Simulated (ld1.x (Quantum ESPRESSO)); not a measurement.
Ranking RRKJ potentials for N (Z = 7)

All share these settings but for the change named:

ld1.x (Quantum ESPRESSO) 7.5 input, shortened:

```
&input
   title='N', zed=7., rel=1, dft='PZ', iswitch=3,
   config='[He] 2s2 2p2 3d-2'
 /
 &inputp
   pseudotype=2, tm=.false., rho0=0.001, lloc=1,
   nlcc=.true., new_core_ps=.true., rcore=0.55
 /
3
2S  1  0   2.00   0.00  1.10  1.10  0.0
3D  3  2  -2.00   0.45  2.20  2.20  0.0
2P  2  1   2.00   0.00  2.05  2.05  0.0
 &test
   configts(1)='2s2 2p2'
 /
```

Cutoff: the first of the cutoffs (Ry, on a coarse ladder) from which the occupation-weighted sum of valence levels, in a spherical-Bessel basis at the reference potential, stays within 10 and 1 mRy of its value at 400 Ry; the density cutoff is not measured.

The base gives 90 Ry.

Of 12 variants that were run, those that failed, showed a ghost or another fault, or gave nearly equal values are left out.

A variant can come out equal or close to the base.

(1) Rank these variants from softest to hardest (loose cutoff).
A. reference 2s1 2p4
B. local potential the d channel
C. wave 2s (bound): rc 1.10 bohr becomes 2s (bound): rc 0.90 bohr
D. type ultrasoft; waves now 2s (bound): rcut 0.95, rcutus 1.10 bohr; 2s channel at -1.95 Ry: rcut 0.95, rcutus 1.10 bohr; 2p (bound): rcut 1.80, rcutus 2.05 bohr; 2p channel at -1.1 Ry: rcut 1.80, rcutus 2.05 bohr; 3d channel at 0.45 Ry: rcut 1.90, rcutus 2.20 bohr; 3d channel at 0.65 Ry: rcut 1.90, rcutus 2.20 bohr; local potential all-electron potential smoothed inside 1.20 bohr (lloc = -1); augmentation PSQ, radius 0.95 bohr; rho0 0

Results:

(1) D (15 Ry), A (70 Ry), B (90 Ry), C (110 Ry).
